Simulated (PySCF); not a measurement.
Computed shifts of a molecule CH5F2NSi2, KT2/pcSseg-1 run with PySCF, GIAO, gas phase, atoms alike by connectivity averaged where their shifts nearly agree, in ppm (number of nuclei): ¹⁹F: -224.6 (1), -254.6 (1). ²⁹Si: -21.0 (1), -24.7 (1). ¹³C: 200.2 (1). ¹⁵N: 445.1 (1). ¹H: 10.41 (1), 5.78 (2), 5.24 (2). References: ¹⁹F against CFCl3 (σ = 127.1 ppm); ²⁹Si against TMS (σ = 361.9 ppm); ¹³C against TMS (σ = 185.1 ppm); ¹⁵N against NH3 (σ = 266.2 ppm); ¹H against TMS (σ = 31.47 ppm), references at their B3LYP-D3(BJ)/def2-TZVP geometries, non-relativistic. Coordinates come from a TPSSh-D3(BJ)/def2-SVP optimisation. One conformer was computed; it need not be the lowest.

Problem. Which structure fits?
A) F[Si@@H]1C[Si@H](F)N1
B) F[SiH](F)/N=C/[SiH3]
C) F[SiH2]/C=N/[SiH2]F
D) FC1(F)[SiH2]N[SiH2]1

Solution. C, F[SiH2]/C=N/[SiH2]F
